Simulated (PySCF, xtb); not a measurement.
CH6BNO2, SMILES COB(N)O.

GFN2-xTB (xtb 6.7.1) at its own geometry gives an orbital gap of 7.80 eV and a dipole moment of 3.63 D.

The structure is a stationary point at PBE0-D3(BJ)/def2-SVP. The values are those of a single conformer.

What does HF/def2-TZVP (PySCF) give? (Estimate from the structure and the level; the computed values follow.)

gap 14.49 eV (levels -11.42 and 3.06 eV), dipole 3.57 D.
